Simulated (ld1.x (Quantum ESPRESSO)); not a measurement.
## Ag: one change to a PAW potential, before and after

| Property | Result |
| --- | --- |
| Element | silver (Ag) |
| Generator | ld1.x (Quantum ESPRESSO) 7.5 |
| Type | PAW |
| Functional | LDA (PZ) |
| Relativity | scalar-relativistic |
| Frozen core | [Ar] 3d10 |
| Valence charge | 19 |
| Reference configuration | 4s2 4p6 4d8 5s0 5p0 (charge +3) |
| Partial waves | 4s (bound): rcut 1.35, rcutus 1.60 bohr; 5s (bound, empty): rcut 1.35, rcutus 1.60 bohr; 4p (bound): rcut 1.60, rcutus 1.90 bohr; 5p (bound, empty): rcut 1.60, rcutus 1.90 bohr; 4d (bound): rcut 1.20, rcutus 1.40 bohr; 4d channel at -1.15 Ry: rcut 1.20, rcutus 1.40 bohr |
| Local potential | all-electron potential smoothed inside 1.05 bohr (lloc = -1) |
| Core correction | a·sin(br)/r model core inside 1.20 bohr |
| Augmentation charge | BESSEL, radius 1.20 bohr |

All-electron outer shells of the reference configuration (LDA (PZ), scalar-relativistic, ld1.x):

```tsv
shell	level (eV)	outermost node (bohr)	outermost maximum (bohr)
3d	-398.46	–	0.27
4s	-133.71	0.44	0.82
4p	-96.92	0.44	0.87
4d	-43.97	0.43	1.01
5s	-31.75	1.08	2.09
5p	-23.83	1.19	2.40
```

Change: all radii but the core radius scaled by about 0.91 (s 1.46, p 1.74, d 1.28 bohr, rcut 1.24/1.46/1.10); local potential all-electron potential smoothed inside 0.96 bohr (lloc = -1); augmentation BESSEL, radius 1.10 bohr.

Cutoffs: the cutoffs (Ry, on a coarse ladder) from which the occupation-weighted sum of valence levels, in a spherical-Bessel basis at the reference potential, stays within 10 and 1 mRy of its value at 400 Ry; they do not see the model core or the augmentation charge, which bear on the density cutoff. Errors are all-electron minus pseudo energies relative to the spin-unpolarised reference configuration.

Problem. What does the change do?

Solution. A bound ghost appears in s, which as a rule spoils a file; of the 9 tests that both files solve, the error grows in 9 and shrinks in 0 by more than 15 % and 0.3 meV (median size 10.0 → 29.3 meV). That the errors move this way runs against the usual rule that smaller radii transfer better.

| quantity | base | changed |
| --- | --- | --- |
| cutoffs, loose and tight | 55 Ry, 100 Ry | not determined |
| bound ghosts | none | s (p not tested, overlap not positive) |
| error for 4s2 4p6 4d10 5s1 5p0, meV [ΔE -66.92 eV] | +12 | +60 |
| error for 4s2 4p6 4d10 5s0 5p0, meV [ΔE -58.82 eV] | +8.7 | +71 |
| error for 4s2 4p6 4d9 5s0 5p0, meV [ΔE -36.43 eV] | +5.3 | +28 |
| error for 4s2 4p6 4d9 5s1 5p0, meV [ΔE -53.54 eV] | +8.1 | +27 |
| error for 4s2 4p6 4d10 5s0 5p1, meV [ΔE -62.90 eV] | +14 | +89 |
| error for 4s2 4p5 4d10 5s1 5p0, meV [ΔE -1.57 eV] | -24 | -29 |
| error for 4s2 4p6 4d9 5s2 5p0, meV [ΔE -62.96 eV] | +10 | +24 |
| error for 4s2 4p6 4d8 5s0 5p0 (spin-polarised), meV [ΔE -0.70 eV] | +2.6 | +5.5 |
| error for 4s2 4p6 4d10 5s1 5p0 (spin-polarised), meV [ΔE -67.07 eV] | +14 | +60 |
| lowest overlap eigenvalue by channel | s 0.06, p 0.69, d 0.95 | s 0.04, p -0.31, d 0.96 |

Changed file: the overlap operator is not positive definite in a basis up to 400 Ry (lowest eigenvalue p -0.31), so the file is unfit for use: the generalised eigenproblem breaks down once the basis is large enough, and its test numbers describe a broken file. A true bound ghost makes a file unfit for plane-wave use even where its test errors are small: the radial tests pick states by their node count and pass the ghost by.
